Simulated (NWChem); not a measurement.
System: C$_{2}$H$_{6}$O$_{2}$Si; SMILES C(C)(=O)[SiH2]O

NWChem printed, in part:

```
             Northwest Computational Chemistry Package (NWChem) 7.3.0
             --------------------------------------------------------

                             Geometry "geometry" -> ""
                             -------------------------

 Output coordinates in angstroms (scale by  1.889725989 to convert to a.u.)

  No.       Tag          Charge          X              Y              Z
 ---- ---------------- ---------- -------------- -------------- --------------
    1 C                    6.0000     0.60904100    -2.10553400     0.00000000
    2 C                    6.0000    -0.15438800    -0.80149500     0.00000000
    3 O                    8.0000    -1.38153100    -0.77346400     0.00000000
    4 Si                  14.0000     0.67212900     0.95550200     0.00000000
    5 O                    8.0000    -0.65338200     1.94877100     0.00000000
    6 H                    1.0000     1.26255400    -2.15543800    -0.88126200
    7 H                    1.0000     1.26255400    -2.15543800     0.88126200
    8 H                    1.0000    -0.07933400    -2.95558500     0.00000000
    9 H                    1.0000     1.52254700     1.12676600    -1.20859100
   10 H                    1.0000     1.52254700     1.12676600     1.20859100
   11 H                    1.0000    -1.45276900     1.38624400     0.00000000

 Effective nuclear repulsion energy (a.u.)     226.6920884616

                              NWChem Property Module
                              ----------------------

  itol2e modified to match energy
  convergence criterion.

                                 NWChem DFT Module
                                 -----------------

 Summary of "ao basis" -> "ao basis" (spherical)
 ------------------------------------------------------------------------------
       Tag                 Description            Shells   Functions and Types
 ---------------- ------------------------------  ------  ---------------------
 C                           6-31g*                  6       14   3s2p1d
 O                           6-31g*                  6       14   3s2p1d
 Si                          6-31g*                  8       18   4s3p1d
 H                           6-31g*                  2        2   2s

  itol2e modified to match energy
  convergence criterion.

[...]

          -----------------------
          Electric field gradient
          -----------------------

 1 a.u. = 0.324123 10**(16) esu/cm**3  ( or statvolts/cm**2 ) = 0.97174 10**(22) v/m**2

 ------------------------------------------------------------
   Atom      X         Y         Z
 ------------------------------------------------------------
    1 C    1.15092  -3.97888   0.00000
 ------------------------------------------------------------

 Electric field gradient in molecular frame (a.u.)
         XX             YY             ZZ             XY             XZ             YZ
 ------------------------------------------------------------------------------------------
        0.036419      -0.025153      -0.011267       0.030657      -0.000000       0.000000

 Principal components (a.u.) and orientation
 of principal axis w.r.t. absolute frame                      Asymmetry parameter eta
 --------------------------------------------------------------------------------------
        0.049080      -0.037814      -0.011267                       0.540889

        0.924281      -0.381714      -0.000000
        0.381714       0.924281       0.000000
       -0.000000      -0.000000       1.000000

 ------------------------------------------------------------
   Atom      X         Y         Z
 ------------------------------------------------------------
    2 C   -0.29175  -1.51461   0.00000
 ------------------------------------------------------------

 Electric field gradient in molecular frame (a.u.)
         XX             YY             ZZ             XY             XZ             YZ
 ------------------------------------------------------------------------------------------
        0.216053       0.369016      -0.585069       0.063606       0.000000       0.000000

 Principal components (a.u.) and orientation
 of principal axis w.r.t. absolute frame                      Asymmetry parameter eta
 --------------------------------------------------------------------------------------
       -0.585069       0.392009       0.193060                       0.340044

       -0.000000       0.339959       0.940440
       -0.000000       0.940440      -0.339959
        1.000000       0.000000       0.000000

 ------------------------------------------------------------
   Atom      X         Y         Z
 ------------------------------------------------------------
    3 O   -2.61072  -1.46164   0.00000
 ------------------------------------------------------------

 Electric field gradient in molecular frame (a.u.)
         XX             YY             ZZ             XY             XZ             YZ
 ------------------------------------------------------------------------------------------
       -0.517349       1.884408      -1.367058       0.086614       0.000000       0.000000

 Principal components (a.u.) and orientation
 of principal axis w.r.t. absolute frame                      Asymmetry parameter eta
 --------------------------------------------------------------------------------------
        1.887527      -1.367058      -0.520469                       0.448518

        0.035993      -0.000000       0.999352
        0.999352      -0.000000      -0.035993
        0.000000       1.000000       0.000000

 ------------------------------------------------------------
   Atom      X         Y         Z
 ------------------------------------------------------------
    4 Si   1.27014   1.80564   0.00000
 ------------------------------------------------------------

[...]
```

Level: CAM-B3LYP/6-31G* (spherical d). Geometry: optimised at B3LYP/6-31G* (spherical d). NWChem prints the field gradient with the sign opposite to the second derivative of the potential.

### Question
Which NWChem input produces such a log?

### Answer
Several could match; the one computed here: the input that was run:
```
start job
memory heap 200 mb stack 900 mb global 1100 mb
geometry units angstroms noautosym nocenter noautoz
  C      0.609041    -2.105534     0.000000
  C     -0.154388    -0.801495     0.000000
  O     -1.381531    -0.773464     0.000000
  Si     0.672129     0.955502     0.000000
  O     -0.653382     1.948771     0.000000
  H      1.262554    -2.155438    -0.881262
  H      1.262554    -2.155438     0.881262
  H     -0.079334    -2.955585     0.000000
  H      1.522547     1.126766    -1.208591
  H      1.522547     1.126766     1.208591
  H     -1.452769     1.386244     0.000000
end
basis spherical
  * library 6-31g*
end
dft
  xc xcamb88 1.00 lyp 0.81 vwn_5 0.19 hfexch 1.00
  cam 0.33 cam_alpha 0.19 cam_beta 0.46
  iterations 150
end
property
  efieldgrad
end
task dft property
```
